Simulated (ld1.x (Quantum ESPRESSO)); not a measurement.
**Pseudopotential generation for Ag (Z = 47): TM, PBE, scalar-relativistic.**

ld1.x (Quantum ESPRESSO) 7.5 was run on this input:

```
&input
   title='Ag', zed=47., rel=1, dft='PBE', iswitch=3,
   config='[Kr] 4d10 5s1 5p0',
   nld=3, rlderiv=3.10, eminld=-3.0, emaxld=5.0, deld=0.02
 /
 &inputp
   pseudotype=2, tm=.true., lloc=0,
   nlcc=.true., rcore=1.50,
   file_pseudopw='Ag.UPF', file_wfcaegen='ae.wfc', file_wfcncgen='nc.wfc', file_beta='beta', file_chi='chi'
 /
3
5P  2  1   0.00   0.00  2.85  2.85  0.0
4D  3  2  10.00   0.00  1.80  1.80  0.0
5S  1  0   1.00   0.00  2.05  2.05  0.0
 &test
   configts(1)='4d10 5s1 5p0'
 /
```

Command:

```bash
ld1.x < Ag.in > Ag.out
```

Resulting log (shortened: banner, matrices, multipoles, cross overlaps and the repeated all-electron block are left out):

```
Program LD1 v.7.5
     --------------------------- All-electron run ----------------------------

     Ag
     scalar relativistic calculation

     atomic number is 47.00
     dft =PBE   lsd =0 sic =0 latt =0  beta=0.20 tr2=1.0E-14
     Exchange-correlation= PBE
                           (   1   4   3   4   0   0   0)
     mesh =1237 r(mesh) =  99.46963 a.u. xmin = -7.00 dx = 0.01250
     1 Ry =  13.60569312 eV, c = 137.03599908

     n l     nl                  e(Ry)          e(Ha)          e(eV)
     1 0     1S 1( 2.00)     -1861.7536      -930.8768    -25330.4483
     2 0     2S 1( 2.00)      -274.1154      -137.0577     -3729.5296
     2 1     2P 1( 6.00)      -245.8688      -122.9344     -3345.2153
     3 0     3S 1( 2.00)       -50.2523       -25.1262      -683.7174
     3 1     3P 1( 6.00)       -40.9750       -20.4875      -557.4932
     4 0     4S 1( 2.00)        -6.9861        -3.4931       -95.0511
     4 1     4P 1( 6.00)        -4.3046        -2.1523       -58.5668
     3 2     3D 1(10.00)       -26.3476       -13.1738      -358.4778
     4 2     4D 1(10.00)        -0.5471        -0.2735        -7.4433
     5 0     5S 1( 1.00)        -0.3237        -0.1619        -4.4046
     5 1     5P 1( 0.00)        -0.0541        -0.0271        -0.7367

     final scf error:  5.8E-15 reached in  29 iterations

     Etot =  -10632.075544 Ry,   -5316.037772 Ha, -144656.757108 eV

     Ekin =   11045.682223 Ry,    5522.841111 Ha,  150284.162659 eV
     Encl =  -25700.050737 Ry,  -12850.025369 Ha, -349667.003579 eV
     Eh   =    4320.465290 Ry,    2160.232645 Ha,   58782.924888 eV
     Exc  =    -298.172319 Ry,    -149.086160 Ha,   -4056.841075 eV

     normalization and overlap integrals

     s(1S/1S) =  1.000000  <r> =   0.0311  <r2> =    0.0013  r(max) =   0.0202
     s(2S/2S) =  1.000000  <r> =   0.1349  <r2> =    0.0215  r(max) =   0.1136
     s(2P/2P) =  1.000000  <r> =   0.1177  <r2> =    0.0169  r(max) =   0.0907
     s(3S/3S) =  1.000000  <r> =   0.3685  <r2> =    0.1553  r(max) =   0.3328
     s(3P/3P) =  1.000000  <r> =   0.3676  <r2> =    0.1569  r(max) =   0.3246
     s(4S/4S) =  1.000000  <r> =   0.9120  <r2> =    0.9431  r(max) =   0.8186
     s(4P/4P) =  1.000000  <r> =   1.0010  <r2> =    1.1499  r(max) =   0.8714
     s(3D/3D) =  1.000000  <r> =   0.3458  <r2> =    0.1425  r(max) =   0.2725
     s(4D/4D) =  1.000000  <r> =   1.4179  <r2> =    2.5077  r(max) =   1.0381
     s(5S/5S) =  1.000000  <r> =   3.1661  <r2> =   11.7172  r(max) =   2.4902
     s(5P/5P) =  1.000000  <r> =   5.3534  <r2> =   35.0967  r(max) =   3.8569

     ------------------------ End of All-electron run ------------------------

     --------------------- Generating NC pseudopotential ---------------------

      Generating local pot.: lloc=0, matching radius rcloc =   2.0500

      Computing core charge for nlcc:

       r > 1.51 : true rho core
       r < 1.51 : rho core = a sin(br)/r    a=   3.74  b=   1.80

      Integrated core pseudo-charge :   3.97

      Wfc   5P  rcut= 2.857  Using Troullier-Martins method

      Wfc   4D  rcut= 1.822  Using Troullier-Martins method

     ------------------- End of pseudopotential generation -------------------

     Computing logarithmic derivative in   3.09913
     Computing logarithmic derivative in   3.09913
     Computing the partial wave expansion
       no projector for channel:   0
     R is outside the sphere for l=    1 j= 0.00
     R is outside the sphere for l=    2 j= 0.00

     ---------------------- Testing the pseudopotential ----------------------

     Ag
     scalar relativistic calculation

     atomic number is 47.00   valence charge is 11.00
     dft =PBE   lsd =0 sic =0 latt =0  beta=0.20 tr2=1.0E-14
     mesh =1237 r(mesh) =  99.46963 xmin = -7.00 dx = 0.01250

     n l     nl             e AE (Ry)        e PS (Ry)    De AE-PS (Ry)
     3 2     4D   1(10.00)       -0.54707       -0.54707        0.00000
     1 0     5S   1( 1.00)       -0.32373       -0.32374        0.00000
     2 1     5P   1( 0.00)       -0.05415       -0.05415       -0.00000

     eps = 2.0E-15  iter = 10

     Etot =  -10632.075544 Ry,   -5316.037772 Ha, -144656.757108 eV
     Etotps =   -79.098210 Ry,     -39.549105 Ha,   -1076.185970 eV

     Ekin =      65.356183 Ry,      32.678091 Ha,     889.216168 eV
     Encl =    -119.906708 Ry,     -59.953354 Ha,   -1631.413876 eV
     Ehrt =      71.504189 Ry,      35.752094 Ha,     972.864053 eV
     Ecxc =     -18.402394 Ry,      -9.201197 Ha,    -250.377319 eV
     (Ecc =      -4.070482 Ry,      -2.035241 Ha,     -55.381731 eV)
     Epseu=     -77.649480 Ry,     -38.824740 Ha,   -1056.474995 eV

     ---------------------- End of pseudopotential test ----------------------
```

Generation and configuration tests took about 1.2 s on one core of a shared server CPU.

Transferability test of the new file with ld1.x, input:

```
&input
   title='Ag', zed=47., rel=1, dft='PBE', iswitch=2,
   config='[Kr] 4d10 5s1 5p0'
 /
 &test
   file_pseudo='Ag.UPF', nconf=8,
   configts(1)='4d10 5s1 5p0',
   configts(2)='4d10 5s0 5p0',
   configts(3)='4d9 5s0 5p0',
   configts(4)='4d8 5s0 5p0',
   configts(5)='4d9 5s1 5p0',
   configts(6)='4d10 5s0 5p1',
   configts(7)='4d9 5s2 5p0',
   configts(8)='4d7 5s0 5p0'
 /
```

```bash
ld1.x < Ag.test.in > Ag.test.out
```

Pseudopotential blocks of its output, shortened (energy terms left out):

```
     ---------------------- Testing the pseudopotential ----------------------

     n l     nl             e AE (Ry)        e PS (Ry)    De AE-PS (Ry)
     3 2     4D   1(10.00)       -0.54707       -0.54707        0.00000
     1 0     5S   1( 1.00)       -0.32373       -0.32374        0.00000
     2 1     5P   1( 0.00)       -0.05415       -0.05415       -0.00000

     eps = 2.1E-15  iter = 10

     Etot =  -10632.075544 Ry,   -5316.037772 Ha, -144656.757108 eV
     Etotps =   -79.098210 Ry,     -39.549105 Ha,   -1076.185969 eV

     ---------------------- End of pseudopotential test ----------------------

          ---------------------- Testing the pseudopotential ----------------------

     n l     nl             e AE (Ry)        e PS (Ry)    De AE-PS (Ry)
     3 2     4D   1(10.00)       -1.14941       -1.14780       -0.00161
     1 0     5S   1( 0.00)       -0.82952       -0.83131        0.00179
     2 1     5P   1( 0.00)       -0.46274       -0.46417        0.00143

     eps = 2.6E-15  iter =  8

     Etot =  -10631.505396 Ry,   -5315.752698 Ha, -144648.999851 eV
     Etotps =   -78.527224 Ry,     -39.263612 Ha,   -1068.417311 eV
     dEtot_ae =       0.570148 Ry
     dEtot_ps =       0.570986 Ry,   Delta E=      -0.000838 Ry

     ---------------------- End of pseudopotential test ----------------------

          ---------------------- Testing the pseudopotential ----------------------

     n l     nl             e AE (Ry)        e PS (Ry)    De AE-PS (Ry)
     3 2     4D   1( 9.00)       -2.12347       -2.14614        0.02267  !
     1 0     5S   1( 0.00)       -1.52825       -1.53261        0.00437
     2 1     5P   1( 0.00)       -1.05448       -1.05574        0.00126

     eps = 2.9E-15  iter =  7

     Etot =  -10629.880051 Ry,   -5314.940025 Ha, -144626.885902 eV
     Etotps =   -76.892641 Ry,     -38.446321 Ha,   -1046.177677 eV
     dEtot_ae =       2.195493 Ry
     dEtot_ps =       2.205569 Ry,   Delta E=      -0.010076 Ry

     ---------------------- End of pseudopotential test ----------------------

          ---------------------- Testing the pseudopotential ----------------------

     n l     nl             e AE (Ry)        e PS (Ry)    De AE-PS (Ry)
     3 2     4D   1( 8.00)       -3.21492       -3.27599        0.06107  !
     1 0     5S   1( 0.00)       -2.31048       -2.32656        0.01608  !
     2 1     5P   1( 0.00)       -1.74292       -1.74897        0.00606  !

     eps = 4.7E-15  iter = 10

     Etot =  -10627.219911 Ry,   -5313.609956 Ha, -144590.692866 eV
     Etotps =   -74.191222 Ry,     -37.095611 Ha,   -1009.422993 eV
     dEtot_ae =       4.855632 Ry
     dEtot_ps =       4.906988 Ry,   Delta E=      -0.051356 Ry

     ---------------------- End of pseudopotential test ----------------------

          ---------------------- Testing the pseudopotential ----------------------

     n l     nl             e AE (Ry)        e PS (Ry)    De AE-PS (Ry)
     3 2     4D   1( 9.00)       -1.41433       -1.43321        0.01888  !
     1 0     5S   1( 1.00)       -0.93802       -0.93734       -0.00069
     2 1     5P   1( 0.00)       -0.53653       -0.53428       -0.00225

     eps = 9.3E-16  iter = 12

     Etot =  -10631.108892 Ry,   -5315.554446 Ha, -144643.605148 eV
     Etotps =   -78.123196 Ry,     -39.061598 Ha,   -1062.920228 eV
     dEtot_ae =       0.966651 Ry
     dEtot_ps =       0.975014 Ry,   Delta E=      -0.008363 Ry

     ---------------------- End of pseudopotential test ----------------------

          ---------------------- Testing the pseudopotential ----------------------

     n l     nl             e AE (Ry)        e PS (Ry)    De AE-PS (Ry)
     3 2     4D   1(10.00)       -0.69327       -0.69283       -0.00044
     1 0     5S   1( 0.00)       -0.42303       -0.42349        0.00046
     2 1     5P   1( 1.00)       -0.12424       -0.12432        0.00008

     eps = 1.2E-15  iter =  9

     Etot =  -10631.791410 Ry,   -5315.895705 Ha, -144652.891267 eV
     Etotps =   -78.813827 Ry,     -39.406914 Ha,   -1072.316745 eV
     dEtot_ae =       0.284134 Ry
     dEtot_ps =       0.284383 Ry,   Delta E=      -0.000249 Ry

     ---------------------- End of pseudopotential test ----------------------

          ---------------------- Testing the pseudopotential ----------------------

     n l     nl             e AE (Ry)        e PS (Ry)    De AE-PS (Ry)
     3 2     4D   1( 9.00)       -0.78718       -0.80623        0.01905  !
     1 0     5S   1( 2.00)       -0.40805       -0.40589       -0.00216
     2 1     5P   1( 0.00)       -0.09034       -0.08833       -0.00201

     eps = 7.6E-15  iter = 16

     Etot =  -10631.775891 Ry,   -5315.887945 Ha, -144652.680124 eV
     Etotps =   -78.788644 Ry,     -39.394322 Ha,   -1071.974108 eV
     dEtot_ae =       0.299653 Ry
     dEtot_ps =       0.309566 Ry,   Delta E=      -0.009913 Ry

     ---------------------- End of pseudopotential test ----------------------

          ---------------------- Testing the pseudopotential ----------------------

     n l     nl             e AE (Ry)        e PS (Ry)    De AE-PS (Ry)
     3 2     4D   1( 7.00)       -4.40306       -4.50932        0.10627  !
     1 0     5S   1( 0.00)       -3.16250       -3.20327        0.04077  !
     2 1     5P   1( 0.00)       -2.50954       -2.52797        0.01842  !

     eps = 1.2E-15  iter =  7

     Etot =  -10623.418864 Ry,   -5311.709432 Ha, -144538.976976 eV
     Etotps =   -70.306218 Ry,     -35.153109 Ha,    -956.564826 eV
     dEtot_ae =       8.656680 Ry
     dEtot_ps =       8.791992 Ry,   Delta E=      -0.135312 Ry

     ---------------------- End of pseudopotential test ----------------------
```
